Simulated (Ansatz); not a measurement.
A structure relaxed at PBE0-D4/def2-TZVP in Ansatz, charge 0, doublet:

Cartesian coordinates in Å:
```
Al 1.0900 -0.4382 -0.8175
Al -0.0607 -0.3039 1.3973
Cu -1.0293 0.7421 -0.5797
```

Give its formula and point group.

the cluster Al₂Cu. Point group C2v (tolerance 0.1 Å).

Summarise the bond lengths by kind (pairs closer than 1.2 times the sum of covalent radii, bridged metal pairs left out).

2 × Al–Cu 2.44 Å; 1 × Al–Al 2.50 Å. The metal has 2 neighbours: Al 2.44 Å, Al 2.44 Å.

The structure comes from a short search, and lower isomers may exist.
